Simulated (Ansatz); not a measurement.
Input file for Ansatz (an electronic-structure program): R-CCSD(T)/cc-pV(T+d)Z on AlH3O3 (SMILES [OH][Al]([OH])[OH]), a point of a torsion scan. Files ending in .json are basis or fitting sets from the Basis Set Exchange.

Ansatz 0.2 input:
```yaml
crystal:
  periodic: [false, false, false]
  atoms:
    - {symbol: O, position_ang: [-1.43252376, -0.87451157, -0.33674139]}
    - {symbol: Al, position_ang: [0.16070398, -0.43018909, -0.20534931]}
    - {symbol: O, position_ang: [0.64573850, 0.56473011, 1.03087292]}
    - {symbol: O, position_ang: [1.26935986, -0.98042219, -1.31033617]}
    - {symbol: H, position_ang: [-2.22668387, -0.70016956, 0.14855672]}
    - {symbol: H, position_ang: [1.46732677, 0.94342430, 1.31099861]}
    - {symbol: H, position_ang: [1.24411170, -1.53573206, -2.07684959]}
basis:
  gaussian:
    orbitals: cc-pV_T+d_Z.json
magnetization: {spin_polarized: false}
correlation: {method: ccsd_t, electrons: outside_noble_gas}
scf: {lower_state_search: off}
```

It printed:

```
WARN ansatz: RAYON_NUM_THREADS=1 ignored (pool sized by the plan → 1); use --threads N
Functional definition: HF
these checks for a lower state are left out or cut short: stability, starts, cluster_reference, orbital_swaps, neighbouring_geometries, increment
integrals: 0.51 GiB planned
1023 factors; integrals over basis functions are off by at most 6.7e-4 eV
mean field: 0.45 GiB planned
mean field evaluation 1: about -12743.6452 eV, gradient 6.1e1 eV
mean field evaluation 2: about -12743.7144 eV, gradient 6.2e1 eV
mean field evaluation 4: about -12749.7531 eV, gradient 2.3e0 eV
mean field evaluation 8: about -12749.7929 eV, gradient 1.6e-1 eV
mean field -12749.79307638 eV, -468.5462534368 hartree, gradient 9.5e-7 eV, S^2 0.000000; 0 other end points of the search recorded, 0 dependent functions left out
8 core orbitals not correlated
reference -12749.79307638 eV, -468.5462534368 hartree; 12, 12 occupied and 151, 151 virtual orbitals, 1023 factors
second order -21.81570046 eV of doubles, -0.00000000 eV of singles
coupled cluster: 1.46 GiB planned
cycle   1  -21.49051510 eV  change    3.3e-1 eV  update   8.8e-2
cycle   2  -21.90615474 eV  change   -4.2e-1 eV  update   2.4e-2
cycle   3  -22.01103008 eV  change   -1.0e-1 eV  update   1.2e-2
cycle   4  -21.99510388 eV  change    1.6e-2 eV  update   2.7e-3
cycle   5  -21.99385177 eV  change    1.3e-3 eV  update   1.2e-3
cycle   6  -21.99452003 eV  change   -6.7e-4 eV  update   3.5e-4
cycle   7  -21.99429688 eV  change    2.2e-4 eV  update   1.4e-4
cycle   8  -21.99423551 eV  change    6.1e-5 eV  update   4.8e-5
cycle   9  -21.99425477 eV  change   -1.9e-5 eV  update   2.0e-5
perturbative correction -0.73048386 eV, -0.0268447867 hartree
Total energy: -12772.51781501 eV, -469.3813721782 hartree
Checks for a lower state left out: stability, starts, cluster_reference, orbital_swaps, neighbouring_geometries, increment
```

The run converged.

Cost: very roughly 40 core-seconds.
